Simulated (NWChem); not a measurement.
System meant: CH6O2Si2; SMILES C[SiH]1O[SiH2]O1

NWChem input:

```
start job
memory heap 200 mb stack 900 mb global 1100 mb
geometry units angstroms noautoz
  C      0.607162    -2.263497     0.000000
  Si    -0.489433    -0.758694     0.000000
  O     -0.108977     0.399823    -1.216065
  Si     0.249535     1.550654     0.000000
  O     -0.108977     0.399823     1.216065
  H      0.407071    -2.885296     0.896821
  H      1.676612    -1.974467     0.000000
  H      0.407071    -2.885296    -0.896821
  H     -1.942653    -1.131516     0.000000
  H      1.681708     1.997373     0.000000
  H     -0.671821     2.733878     0.000000
end
basis spherical
  * library def2-svp
end
dft
  odft
  mult 2
  xc xpbe96 cpbe96
  iterations 150
  mulliken
end
task dft energy
```

End of the output:

```
                                 NWChem DFT Module
                                 -----------------

 Summary of "ao basis" -> "ao basis" (spherical)
 ------------------------------------------------------------------------------
       Tag                 Description            Shells   Functions and Types
 ---------------- ------------------------------  ------  ---------------------
 C                          def2-svp                 6       14   3s2p1d
 Si                         def2-svp                 8       18   4s3p1d
 O                          def2-svp                 6       14   3s2p1d
 H                          def2-svp                 3        5   2s1p

 Summary of "ao basis" -> "ao basis" (spherical)
 ------------------------------------------------------------------------------
       Tag                 Description            Shells   Functions and Types
 ---------------- ------------------------------  ------  ---------------------
 C                          def2-svp                 6       14   3s2p1d
 Si                         def2-svp                 8       18   4s3p1d
 O                          def2-svp                 6       14   3s2p1d
 H                          def2-svp                 3        5   2s1p

      Symmetry analysis of basis
      --------------------------

        a'         71
        a"         37

  number of electrons :                   56
  multiplicity        :                    2
 ------------------------------------------------------------------------
  no. of electrons and multiplicity not compatible                  56
 ------------------------------------------------------------------------
 ------------------------------------------------------------------------
  current input line :
    26: task dft energy
 ------------------------------------------------------------------------
 ------------------------------------------------------------------------
 There is an error in the input file
 ------------------------------------------------------------------------
 For more information see the NWChem manual at https://nwchemgit.github.io

0: no. of electrons and multiplicity not compatible:Received an Error in Communication
```

**Question.** Can this run be used? If not, why, and what is the fix?

**Answer.** The program refused the input. Cause: the multiplicity doesn't fit the number of electrons (an even count wants an odd multiplicity, and the reverse). This input runs:
```
start job
memory heap 200 mb stack 900 mb global 1100 mb
geometry units angstroms noautoz
  C      0.607162    -2.263497     0.000000
  Si    -0.489433    -0.758694     0.000000
  O     -0.108977     0.399823    -1.216065
  Si     0.249535     1.550654     0.000000
  O     -0.108977     0.399823     1.216065
  H      0.407071    -2.885296     0.896821
  H      1.676612    -1.974467     0.000000
  H      0.407071    -2.885296    -0.896821
  H     -1.942653    -1.131516     0.000000
  H      1.681708     1.997373     0.000000
  H     -0.671821     2.733878     0.000000
end
basis spherical
  * library def2-svp
end
dft
  xc xpbe96 cpbe96
  iterations 150
  mulliken
end
task dft energy
```
It converges to -770.43971 Ha (PBE/def2-SVP).
